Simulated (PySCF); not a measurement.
CF3SO3CH3, C₂H₃F₃O₃S.
Structure used (PBE0-D3(BJ)/def2-SVP), in Å, numbered top down from 1:
```
atom  x, y, z in Å
C1     2.0107   -0.2742    0.1538
O2     0.6085   -0.4561    0.3675
S3    -0.3654    0.4400   -0.5476
O4    -0.3965   -0.0718   -1.8974
O5    -0.1545    1.8431   -0.2731
C6    -1.9171   -0.1010    0.3137
F7    -1.8889    0.2799    1.5729
F8    -2.0424   -1.4090    0.2406
F9    -2.9291    0.4777   -0.3027
H10    2.2806   -0.5497   -0.8764
H11    2.2978    0.7673    0.3598
H12    2.5070   -0.9477    0.8612
```

The closed-shell ground state was solved at several levels (PySCF, density fitting, gas phase, non-relativistic).

```csv
level,basis functions,HOMO (eV),LUMO (eV),gap (eV),dipole (D)
PBE0/def2-SVPD,229,-9.35,0.05,9.40,2.96
KT2/pcSseg-1,175,-7.60,-0.64,6.96,2.79
```

Estimate the row for PBE0/pcSseg-1, a basis of 175 functions; the other rows only guide the guess.

HOMO -9.21 eV, LUMO 0.58 eV, gap 9.79 eV, dipole 2.95 D.

Over all these levels, which gives the widest orbital gap and which the narrowest?

PBE0/pcSseg-1 (global hybrid, 25 % exact exchange) has the widest, 9.79 eV, and KT2/pcSseg-1 (GGA) the narrowest, 6.96 eV. The two share the basis. From the narrowest to the widest the HOMO moves by -1.61 eV and the LUMO by +1.22 eV.

How far do the dipole and the HOMO energy spread over the levels?

The dipole runs from 2.79 to 2.96 D (mean 2.90 D) and the HOMO from -9.35 to -7.60 eV.

One conformer stands for the species.
